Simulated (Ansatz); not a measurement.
CH6SeSn (`C[Se][SnH3]`). The species carries charge 0 and has multiplicity 1. Sn: def2 effective core potential.

Z-matrix (Å, degrees):
```
C
Se 1 1.960
H 1 1.088 2 110.7
H 1 1.088 2 110.7 3 -123.0
H 1 1.089 2 106.1 3 118.5
Sn 2 2.522 1 96.9 3 61.1
H 6 1.709 2 109.1 1 -58.1
H 6 1.702 2 107.0 1 -178.5
H 6 1.709 2 109.4 1 61.1
```

Q: List the harmonic frequencies (cm⁻¹, unscaled) at PBE0-D4/def2-TZVP in Ansatz. (Best estimate.)

A: The calculation gave: 57, 124, 132, 248, 439, 445, 607, 678, 706, 722, 914, 925, 1307, 1464, 1470, 1931, 1934, 1964, 3074, 3174, 3175.

Q: Is this a minimum?

A: Yes, all 21 modes are real.

Q: Give the ideal-gas thermochemistry at 298.15 K and 1 bar (rigid rotor, harmonic oscillator; point group Cs, symmetry number 1).

A: Zero-point energy 152.5 kJ/mol; H(298) − E = 172.4 kJ/mol; entropy 356.1 J/(mol·K), of which translation 175.9, rotation 115.1, vibration 65.1; G(298) − E = 66.3 kJ/mol. Modes under 100 cm⁻¹ are hindered rotations or soft bends, so the harmonic entropy is rough.

Q: Rotational constants (cm⁻¹)?

A: 0.2886, 0.04571, 0.04051.
